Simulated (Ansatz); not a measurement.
Calculated with Ansatz (gas phase, PBE0-D4/def2-TZVP geometries, no zero-point term in ΔE). CBS: MP2 limit from def2 TZ/QZ plus the TZ coupled-cluster correction, frozen cores. Functionals use def2-TZVPP. Elements past krypton have def2 core potentials. For In outer-core shells are correlated without core-valence functions, which leaves a few kJ/mol of doubt a bond. One conformer a species, not always the lowest.

Reaction (ligand exchange at the Si–O bond): `[OH][In]([F])[O][SiH3]` + `[NH2][Al]([OH])[F]` → `[NH2][Al]([F])[O][SiH3]` + `[OH][In]([OH])[F]`

```csv
level,ΔE (eV)
LDA (SPW92),-0.16
r2SCAN0-D4,-0.15
ωB97M-V,-0.15
B2PLYP,-0.16
MP2/def2-SVP,-0.14
CCSD(T)/def2-TZVPP,-0.13
HF/CBS(def2),-0.15
MP2/CBS(def2),-0.12
```

What does CCSD(T)/CBS give? (Estimate.)

Ansatz gave: -0.12 eV. The listed levels differ from it by -0.04, -0.03, -0.03, -0.04, -0.02, -0.01, -0.03, 0.00 eV.

Largest T1 diagnostic among the species: 0.017.

Leaving LDA and LC-ωPBE aside and taking each functional with its dispersion term where it has one, the values, not all of them listed here, spread over 0.05 eV, from BLYP-D4 to PBE-QIDH.

CCSD(T)/CBS has its own doubt, a few kJ/mol and more with outer-core shells, so smaller differences from it don't rank the levels.
